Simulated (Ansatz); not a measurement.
```yaml
crystal:
  periodic: [false, false, false]
  atoms:
    - {symbol: O, position_ang: [-1.083666, 0.196572, 0.987358]}
    - {symbol: Ti, position_ang: [-0.009526, -0.088608, -0.381425]}
    - {symbol: O, position_ang: [1.545096, -0.709048, 0.196836]}
    - {symbol: F, position_ang: [-0.723431, -1.221548, -1.510952]}
    - {symbol: I, position_ang: [0.356560, 2.168143, -1.592632]}
    - {symbol: H, position_ang: [-2.012351, 0.272779, 1.208087]}
    - {symbol: H, position_ang: [1.988518, -0.686287, 1.047028]}
basis:
  gaussian: {orbitals: def2-mTZVPP, final_grid: {core_spheres: 5, valence_spheres: 4, degree: 11}}
total_charge: 1
magnetization: {spin_polarized: true, initial_magnetization: 2}
hamiltonian: {xc: {name: PBE0}}
output: {forces: true}
```

```sh
$ ansatz run in.yaml --threads 4 --pin off --events-out ev --progress --plain --max-ram 10444MiB
```

Shortened log:

```
Error: a molecule whose nuclei and cores have a total charge of 74 cannot have a net charge of 1 together with 2 unpaired electrons
```

(1) Something in this input is off. What?

Answers

(1) The number of unpaired electrons doesn't fit the electron count. The input was rejected before any iteration.
